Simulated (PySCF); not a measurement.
PbFCl, SMILES [F][Pb][Cl] (connectivity only; charge and spin as stated), neutral, multiplicity 1. Atoms are numbered in the order given.

```xyz
3

Pb     0.2364    -0.3274     0.0000
F     -1.7083    -0.9572     0.0000
Cl    -0.2361     2.0858     0.0000
```

The structure is a stationary point at r2SCAN-D4/def2-TZVP. The def2 effective core potentials stand for the cores of Pb; spin–orbit coupling is left out.

Computed with TDA-PBE0/def2-SVPD (PySCF).

Vertical excitations. Gas-phase values at a fixed geometry. State labels are in the subgroup Cs.

Computed excitation energies, oscillator strengths and character:
```csv
state,symmetry,energy (eV),λ (nm),f,main pairs
S1,A",4.27,291,0.010,HOMO→LUMO 91 %
S2,A",4.55,273,0.023,HOMO−1→LUMO 91 %
S3,A',4.89,254,0.019,HOMO−2→LUMO 92 %
S4,A",5.89,210,0.014,HOMO−3→LUMO 97 %
S5,A",6.16,201,0.006,HOMO−5→LUMO 97 %
S6,A',6.20,200,0.003,"HOMO−4→LUMO 75 %, HOMO→LUMO+2 18 %"
S7,A',6.37,195,0.015,"HOMO→LUMO+1 61 %, HOMO−1→LUMO+1 30 %"
S8,A",6.57,189,0.011,HOMO−2→LUMO+1 96 %
S9,A',6.62,187,0.049,"HOMO→LUMO+2 54 %, HOMO−1→LUMO+1 19 %, HOMO−1→LUMO+2 14 %"
S10,A",6.76,184,0.000,HOMO−2→LUMO+2 97 %
T1,A",3.71,334,0,"HOMO→LUMO 76 %, HOMO−1→LUMO 22 %"
T2,A',4.26,291,0,HOMO−2→LUMO 99 %
T3,A",4.28,290,0,"HOMO−1→LUMO 77 %, HOMO→LUMO 22 %"
T4,A',5.59,222,0,HOMO−4→LUMO 95 %
```
Triplets are in the Tamm–Dancoff approximation.
